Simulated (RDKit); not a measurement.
RDKit input (MMFF94):

```python
from rdkit import Chem
from rdkit.Chem import AllChem, rdDetermineBonds

mol = Chem.MolFromXYZFile('mol.xyz')
rdDetermineBonds.DetermineBonds(mol, charge=1)
print('SMILES', Chem.MolToSmiles(Chem.RemoveHs(mol)))
ff = AllChem.MMFFGetMoleculeForceField(mol, AllChem.MMFFGetMoleculeProperties(mol))
e0 = ff.CalcEnergy()
flag = ff.Minimize(maxIts=5000, forceTol=1e-5)
print(f'energy {e0:.4f} -> {ff.CalcEnergy():.4f} kcal/mol, converged: {flag == 0}')
print(Chem.MolToXYZBlock(mol))
```
mol.xyz:
```
17

C      2.66833323     0.64000169    -0.50376979
C      1.49614703    -0.14885321     0.07224085
C      0.16098951     0.46573101    -0.34471914
C     -1.06440459    -0.18465485     0.12773369
O     -0.94124666    -1.35798936     0.61776455
C     -2.38068428     0.47285149     0.06617746
H      2.65923635     1.67618312    -0.16075641
H      2.64794578     0.64338981    -1.59512356
H      3.61173823     0.19550606    -0.19064570
H      1.53937031    -1.18639894    -0.26229280
H      1.55355509    -0.16711335     1.16287367
H      0.05317962     0.46418948    -1.44495238
H      0.08462130     1.53058405    -0.09115576
H     -2.43942327     1.15065539    -0.78458676
H     -2.47171302     1.09149905     0.96999171
H     -3.20865767    -0.23656138     0.05249095
H     -1.78216476    -1.76847534     0.89606205
```

Output:

```
SMILES [H]/[O+]=C(\C)CCC
energy 14.9413 -> 10.8351 kcal/mol, converged: True
17

C      2.498817    0.943018   -0.518419
C      1.295613    0.266985    0.117722
C      0.093404    0.268836   -0.819547
C     -1.060513   -0.439149   -0.174423
O     -1.194433   -1.705244   -0.385492
C     -1.993387    0.277793    0.747264
H      2.276954    1.985912   -0.766409
H      2.798751    0.427426   -1.436320
H      3.348861    0.931191    0.170920
H      1.557629   -0.763196    0.387803
H      1.044142    0.781381    1.052875
H      0.337079   -0.256550   -1.748953
H     -0.205460    1.293213   -1.063811
H     -2.315850    1.215365    0.287829
H     -1.470342    0.504723    1.679675
H     -2.864430   -0.343562    0.965148
H     -1.960013   -2.107598    0.091472
```

The dipole moment of an ion depends on the origin.

The geometry given is a B3LYP-D3(BJ)/def2-TZVP minimum.
